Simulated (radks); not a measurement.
The rhenium ion Re45+, configuration [Ar] 3d10 4s2. All-electron calculation, Dirac Kohn-Sham, PBE, spin-unpolarised, spherical densities, finite nucleus; Fermi nuclear charge, rms radius 5.3698 fm. Program: a radial shooting solver on a logarithmic mesh with Libxc functionals.

Normalised radial functions P(r) = r R(r) (large component), r in bohr:

| r | 3p1/2 | 4s1/2 |
|---|---|---|
| 0.0007532 | 0.0265 | 0.1525 |
| 0.0008493 | 0.0300 | 0.1672 |
| 0.0009576 | 0.0340 | 0.1832 |
| 0.001071 | 0.0382 | 0.1993 |
| 0.001208 | 0.0435 | 0.2178 |
| 0.001362 | 0.0495 | 0.2376 |
| 0.001535 | 0.0565 | 0.2587 |
| 0.001731 | 0.0647 | 0.2811 |
| 0.001952 | 0.0742 | 0.3048 |
| 0.0022 | 0.0852 | 0.3296 |
| 0.002481 | 0.0982 | 0.3552 |
| 0.002775 | 0.1122 | 0.3798 |
| 0.003129 | 0.1297 | 0.4064 |
| 0.003528 | 0.1502 | 0.4329 |
| 0.003977 | 0.1742 | 0.4586 |
| 0.004485 | 0.2023 | 0.4828 |
| 0.005056 | 0.2351 | 0.5046 |
| 0.005701 | 0.2734 | 0.5228 |
| 0.006428 | 0.3178 | 0.5360 |
| 0.00719 | 0.3656 | 0.5425 |
| 0.008106 | 0.4242 | 0.5416 |
| 0.00914 | 0.4912 | 0.5305 |
| 0.01031 | 0.5672 | 0.5073 |
| 0.01162 | 0.6525 | 0.4697 |
| 0.0131 | 0.7470 | 0.4158 |
| 0.01477 | 0.8500 | 0.3439 |
| 0.01665 | 0.9600 | 0.2528 |
| 0.01863 | 1.0667 | 0.1502 |
| 0.021 | 1.1817 | 0.0226 |
| 0.02368 | 1.2918 | -0.1208 |
| 0.0267 | 1.3899 | -0.2749 |
| 0.0301 | 1.4663 | -0.4322 |
| 0.03394 | 1.5098 | -0.5823 |
| 0.03827 | 1.5075 | -0.7121 |
| 0.04315 | 1.4457 | -0.8060 |
| 0.04826 | 1.3227 | -0.8467 |
| 0.05441 | 1.1108 | -0.8247 |
| 0.06135 | 0.8100 | -0.7226 |
| 0.06917 | 0.4215 | -0.5341 |
| 0.07799 | -0.0438 | -0.2633 |
| 0.08794 | -0.5633 | 0.0723 |
| 0.09915 | -1.1026 | 0.4398 |
| 0.1118 | -1.6177 | 0.7920 |
| 0.125 | -2.0330 | 1.0557 |
| 0.141 | -2.3630 | 1.2119 |
| 0.159 | -2.5376 | 1.1878 |
| 0.1792 | -2.5378 | 0.9554 |
| 0.2021 | -2.3695 | 0.5225 |
| 0.2278 | -2.0636 | -0.0612 |
| 0.2569 | -1.6711 | -0.7073 |
| 0.2896 | -1.2519 | -1.3041 |
| 0.324 | -0.8860 | -1.7201 |
| 0.3653 | -0.5594 | -1.9411 |
| 0.4118 | -0.3188 | -1.9065 |
| 0.4643 | -0.1621 | -1.6549 |
| 0.5236 | -0.0725 | -1.2739 |
| 0.5903 | -0.0281 | -0.8670 |
| 0.6656 | -0.0093 | -0.5175 |
| 0.7504 | -0.0026 | -0.2678 |
| 0.8394 | -0.0006 | -0.1258 |
| 0.9464 | -0.0001 | -0.0474 |
| 1.067 | 0.0000 | -0.0148 |
| 1.203 | 0.0000 | -0.0037 |

3p1/2: eigenvalue -4768.8 eV, 1 radial node at r = 0.0772 bohr, <r> = 0.183 bohr, 90 % of the charge inside 0.275 bohr. 4s1/2: eigenvalue -2435.1 eV, 3 radial nodes at r = 0.0214, 0.0858, 0.225 bohr, <r> = 0.385 bohr, 90 % of the charge inside 0.544 bohr.
